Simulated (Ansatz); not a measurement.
Input for Ansatz (development build ahead of 0.2.0):

```yaml
crystal:
  periodic: [false, false, false]
  atoms:
    - { symbol: W, position_ang: [0.0, 0.0, 0.0] }
basis:
  gaussian: { orbitals: def2-SVP }
magnetization:
  initial_magnetization: 4
hamiltonian:
  xc: pbe0
output:
  forces: true
```

The input is written out in the form of the current development build from the run's settings. The basis set brings a core potential for W, so the total leaves out those core electrons.

Results

```json
{
  "Converged": "yes",
  "Total energy": "-66.89742 hartree",
  "Spin squared of the determinant": "6.000",
  "Stability test": "minimum among restricted orbitals"
}
```

Forces (eV/Å):
```
atom     Fx     Fy     Fz
  W1  0.000  0.000  0.000
```
